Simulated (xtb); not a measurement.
xtb input (GFN1-xTB):

```bash
xtb mol.xyz --gfn 1 --opt tight --chrg 0 --uhf 0
```
mol.xyz:
```
9

C     -1.82147235    -0.16160194    -0.53081144
B     -0.32083840    -0.03177734    -0.09359167
S      0.48337099     1.56351326     0.18369679
S      0.63554115    -1.54406018     0.14012703
H     -2.14879675    -1.19477389    -0.65448452
H     -1.98952394     0.35969518    -1.47758576
H     -2.47603883     0.31226249     0.20632414
H     -0.57154289     2.34752961    -0.09900439
H      1.81633415    -1.00746428     0.49639643
```

Output:

```
           -------------------------------------------------
          |                Calculation Setup                |
           -------------------------------------------------

           -------------------------------------------------
          |                 G F N 1 - x T B                 |
           -------------------------------------------------

        Reference                      10.1021/acs.jctc.7b00118
      * Hamiltonian:
        H0-scaling (s, p, d)           1.850000    2.250000    2.000000
        zeta-weighting                 0.000000
      * Dispersion:
        s8                             2.400000
        a1                             0.630000
        a2                             5.000000
        s9                             0.000000
      * Repulsion:
        kExp                           1.500000
        rExp                           1.000000
      * Coulomb:
        alpha                          2.000000
        third order                    atomic
        anisotropic                    false
      * Halogen bond correction:
        rad-scale                      1.300000
        damping                        0.440000

          ...................................................
          :                      SETUP                      :
          :.................................................:
          :  # basis functions                  38          :
          :  # atomic orbitals                  36          :
          :  # shells                           20          :
          :  # electrons                        24          :
          :  # halogen bonds                     0          :
          :  max. iterations                   250          :
          :  Hamiltonian                  GFN1-xTB          :
          :  restarted?                      false          :
          :  GBSA solvation                  false          :
          :  PC potential                    false          :
          :  electronic temp.          300.0000000     K    :
          :  accuracy                    1.0000000          :
          :  -> integral cutoff          0.2500000E+02      :
          :  -> integral neglect         0.1000000E-07      :
          :  -> SCF convergence          0.1000000E-05 Eh   :
          :  -> wf. convergence          0.2000000E-04 e    :
          :  Broyden damping             0.4000000          :
          :  net charge                          0          :
          :  unpaired electrons                  0          :
          ...................................................

 iter      E             dE          RMSdq      gap      omega  full diag
   1    -13.7703604 -0.137704E+02  0.677E+00    5.57       0.0  T
   2    -13.7946116 -0.242513E-01  0.406E+00    4.89       1.0  T
   3    -13.7950442 -0.432628E-03  0.699E-01    4.78       1.0  T
   4    -13.7955835 -0.539276E-03  0.121E-01    4.92       1.0  T
   5    -13.7956485 -0.650156E-04  0.514E-02    4.85       1.0  T
   6    -13.7956588 -0.102328E-04  0.322E-02    4.88       1.0  T
   7    -13.7956653 -0.657018E-05  0.278E-03    4.87      12.0  T
[...]
    * Orbital Energies and Occupations

         #    Occupation            Energy/Eh            Energy/eV
      -------------------------------------------------------------
         1        2.0000           -0.8538918             -23.2356
         2        2.0000           -0.8532889             -23.2192
         3        2.0000           -0.6229539             -16.9514
         4        2.0000           -0.5613875             -15.2761
         5        2.0000           -0.5354635             -14.5707
         6        2.0000           -0.5221740             -14.2091
         7        2.0000           -0.5147644             -14.0075
         8        2.0000           -0.4980002             -13.5513
         9        2.0000           -0.4510991             -12.2750
        10        2.0000           -0.4425975             -12.0437
        11        2.0000           -0.4394710             -11.9586
        12        2.0000           -0.4044659             -11.0061 (HOMO)
        13                         -0.2223241              -6.0497 (LUMO)
        14                         -0.1545228              -4.2048
        15                         -0.1376189              -3.7448
        16                         -0.1257521              -3.4219
        17                         -0.1057107              -2.8765
        18                         -0.0827005              -2.2504
        19                         -0.0625639              -1.7025
        20                         -0.0569868              -1.5507
        21                         -0.0561934              -1.5291
        22                         -0.0420746              -1.1449
        23                         -0.0274194              -0.7461
       ...                                ...                  ...
        36                          0.5957252              16.2105
      -------------------------------------------------------------
                  HL-Gap            0.1821419 Eh            4.9563 eV
             Fermi-level           -0.3133950 Eh           -8.5279 eV

  Mulliken/CM5 charges         n(s)   n(p)   n(d)
     1C    -0.19347 -0.27585   1.030  3.164  0.000
     2B     0.25434  0.04326   0.994  1.752  0.000
     3S    -0.22683 -0.24041   1.902  4.336 -0.011
     4S    -0.21352 -0.22541   1.900  4.326 -0.012
     5H     0.03915  0.09609   0.961  0.000  0.000
     6H     0.03691  0.09337   0.963  0.000  0.000
     7H     0.03691  0.09337   0.963  0.000  0.000
     8H     0.13085  0.20482   0.869  0.000  0.000
     9H     0.13566  0.21077   0.864  0.000  0.000

Wiberg/Mayer (AO) data.
largest (>0.10) Wiberg bond orders for each atom

 ---------------------------------------------------------------------------
     #   Z sym  total        # sym  WBO       # sym  WBO       # sym  WBO
 ---------------------------------------------------------------------------
     1   6 C    3.978 --     2 B    1.007     5 H    0.983     7 H    0.971
                             6 H    0.971
     2   5 B    3.436 --     4 S    1.207     3 S    1.181     1 C    1.007
     3  16 S    2.252 --     2 B    1.181     8 H    0.967
     4  16 S    2.270 --     2 B    1.207     9 H    0.966
     5   1 H    1.002 --     1 C    0.983
     6   1 H    1.005 --     1 C    0.971
     7   1 H    1.005 --     1 C    0.971
     8   1 H    0.992 --     3 S    0.967
     9   1 H    0.991 --     4 S    0.966
 ---------------------------------------------------------------------------

Topologies differ in total number of bonds
Writing topology from bond orders to xtbtopo.mol

 dipole moment from electron density (au)
     X       Y       Z
  -0.2531   0.4198  -0.0613  total (Debye):    1.256

           -------------------------------------------------
          |                Geometry Summary                 |
           -------------------------------------------------

      molecular mass/u    :       91.9910425
   center of mass at/Å    :        0.0553997      -0.0099449       0.0157259
  moments of inertia/u·Å² :        0.8711583E+02   0.1621037E+03   0.2461225E+03
rotational constants/cm⁻¹ :        0.1935082E+00   0.1039929E+00   0.6849285E-01

 * 8 selected distances

     #   Z          #   Z                                           value/Å
     1   6 C        2   5 B                                       1.5795559
     2   5 B        3  16 S                                       1.7911811 (max)
     2   5 B        4  16 S                                       1.7839959
     1   6 C        5   1 H                                       1.0897357 (min)
     1   6 C        6   1 H                                       1.0913100
     1   6 C        7   1 H                                       1.0913100
     3  16 S        8   1 H                                       1.3236884
     4  16 S        9   1 H                                       1.3223270

 * 4 distinct bonds (by element types)

   Z      Z             #   av. dist./Å        max./Å        min./Å
   1 H    6 C           3     1.0907852     1.0913100     1.0897357
   5 B    6 C           1     1.5795559     1.5795559     1.5795559
   1 H   16 S           2     1.3230077     1.3236884     1.3223270
   5 B   16 S           2     1.7875885     1.7911811     1.7839959

optimized geometry written to: xtbopt.xyz

           -------------------------------------------------
          | TOTAL ENERGY              -13.688579853300 Eh   |
          | GRADIENT NORM               0.000094236034 Eh/α |
          | HOMO-LUMO GAP               4.956332547695 eV   |
           -------------------------------------------------

------------------------------------------------------------------------
------------------------------------------------------------------------
Note: The following floating-point exceptions are signalling: IEEE_DENORMAL
normal termination of xtb
 total:
 SCF:
 ANC optimizer:
```
